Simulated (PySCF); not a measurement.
Level sweep

Compound: C3H8O2Si.
Cartesian coordinates in Å at the PBE0-D3(BJ)/def2-SVP level; atoms count from 1:
```xyz
14
C3H8O2Si angstrom
C     -2.6113    0.2587    0.4577
O     -1.3896   -0.3417    0.7638
C     -0.3585    0.0262   -0.1065
Si     1.2283   -0.8522    0.4156
C      2.5728   -0.2866   -0.8514
O      2.2842    0.4470   -1.7668
H     -3.3538   -0.0950    1.1864
H     -2.9577   -0.0084   -0.5603
H     -2.5544    1.3638    0.5177
H     -0.1794    1.1224   -0.1046
H     -0.5856   -0.2372   -1.1610
H      1.1012   -2.3397    0.3467
H      1.6637   -0.4717    1.7934
H      3.6354   -0.6450   -0.7392
```

PySCF, dipoles from the SCF density, polarisabilities from static response with core orbitals frozen. Geometry: PBE0-D3(BJ)/def2-SVP, one conformer, isolated molecule.

The anisotropy is √(½[(α1 − α2)² + (α2 − α3)² + (α3 − α1)²]).

| level | μ (D) | α (Å³) | anisotropy (Å³) |
| --- | --- | --- | --- |
| LDA/def2-SVPD | 0.990 | 11.79 | 4.20 |
| PBE/def2-SVPD | 0.958 | 11.58 | 4.16 |
| B3LYP/def2-SVPD | 1.036 | 11.06 | 3.68 |
| PBE0/def2-SVPD | 1.011 | 10.96 | 3.66 |
| BHandHLYP/def2-SVPD | 1.117 | 10.51 | 3.28 |
| CAM-B3LYP/def2-SVPD | 1.057 | 10.82 | 3.41 |
| wB97X-D/def2-SVPD | 1.042 | 10.80 | 3.40 |
| LC-wPBE/def2-SVPD | 1.010 | 10.53 | 3.23 |
| HF/def2-SVPD | 1.241 | 9.98 | 2.86 |
| PBE0/6-31G* | 0.787 | 8.99 | 3.29 |
| PBE0/6-31+G* | 0.914 | 10.10 | 3.27 |
| PBE0/def2-SVP | 0.857 | 9.43 | 3.18 |
| PBE0/aug-cc-pVDZ | 1.001 | 11.23 | 3.85 |
| PBE0/def2-TZVP | 0.980 | 10.54 | 3.61 |

The dipole runs from 0.79 D (PBE0/6-31G*) to 1.24 D (HF/def2-SVPD). No reference polarisability is at hand; against PBE0 in the largest diffuse basis at hand (aug-cc-pVDZ) the other PBE0 rows deviate by 6-31G* -20%, 6-31+G* -10%, def2-SVP -16%, def2-SVPD -2%, def2-TZVP -6%. In one basis (def2-SVPD) the functionals order the polarisability from HF (lowest) to LDA (highest), a spread of 18%. With PBE0 the polarisability is 9.65 Å³ without diffuse functions (mean of 6-31G*, def2-SVP and def2-TZVP) and 10.76 Å³ with them (mean of 6-31+G*, def2-SVPD and aug-cc-pVDZ).
